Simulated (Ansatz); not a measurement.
Mulliken charges of C$_{2}$H$_{4}$FIn, SMILES `[F][In]1[CH2][CH2]1` from r2SCAN/def2-TZVPP in Ansatz (PBE0-D4/def2-TZVP geometry).

| atom | x (Å) | y (Å) | z (Å) | charge (e) |
| --- | --- | --- | --- | --- |
| F1 | -0.298 | -1.437 | 3.016 | -0.429 |
| In2 | -0.120 | -0.614 | 1.284 | 0.686 |
| C3 | 0.222 | 0.916 | -0.135 | -0.280 |
| C4 | -0.102 | -0.482 | -0.827 | -0.283 |
| H5 | 1.228 | 1.292 | -0.301 | 0.077 |
| H6 | -0.515 | 1.699 | -0.300 | 0.077 |
| H7 | 0.711 | -0.913 | -1.407 | 0.076 |
| H8 | -1.034 | -0.517 | -1.385 | 0.077 |

Q: By hand: the dipole of these point charges (1 e Å = 4.8032 D).

A: Σ q r = (0.042, 0.196, -0.401) e Å, of length 0.448 e Å = 2.15 D.

Q: How does the dipole of the full density compare? (Best estimate.)

A: The calculation gave: (0.033, 0.153, -0.317) e Å, 1.70 D; the point charges give 1.26 times that, at 0° from its direction.

Point charges leave out the atoms' own dipoles, such as those of lone pairs, and Mulliken's split depends on the basis, so the two needn't agree.
